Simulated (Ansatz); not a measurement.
Mulliken charges of C$_{2}$H$_{3}$BClF, SMILES `C=C(F)BCl` from r2SCAN/def2-TZVPP in Ansatz (PBE0-D4/def2-TZVP geometry).

```csv
atom,x (Å),y (Å),z (Å),charge (e)
C1,0.881,0.752,0.634,-0.116
C2,0.018,-0.239,0.414,0.147
F3,-0.226,-1.120,1.400,-0.198
B4,-0.711,-0.415,-0.931,0.076
Cl5,-1.828,-1.720,-1.179,-0.113
H6,1.392,0.871,1.583,0.100
H7,1.078,1.461,-0.158,0.099
H8,-0.512,0.352,-1.819,0.005
```

Task: By hand: the dipole of these point charges (1 e Å = 4.8032 D).

Result: Σ q r = (0.341, 0.496, -0.094) e Å, of length 0.609 e Å = 2.93 D.

Task: How does the dipole of the full density compare? (Estimate.)

Result: Ansatz gave: (0.244, 0.335, -0.033) e Å, 2.00 D; the point charges give 1.47 times that, at 5° from its direction.

Point charges leave out the atoms' own dipoles, such as those of lone pairs, and Mulliken's split depends on the basis, so the two needn't agree.
